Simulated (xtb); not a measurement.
Ga(Cl)2(Me) (CH3Cl2Ga), SMILES [Cl][Ga]([CH3])[Cl]. All values are semi-empirical tight-binding results from xtb (GFN2-xTB unless named), good for trends rather than for accurate numbers. Coordinates come from a GFN2-xTB optimisation. The structure was generated by enumeration; whether it is a known compound was not checked.

For metal compounds this method's bond lengths and energies can be far off.

```yaml
orbital_gap: 4.33 eV
zero_point_energy: 22.6 kcal/mol
G − E(el) at 298.15 K (modified RRHO): 1.3 kcal/mol
```
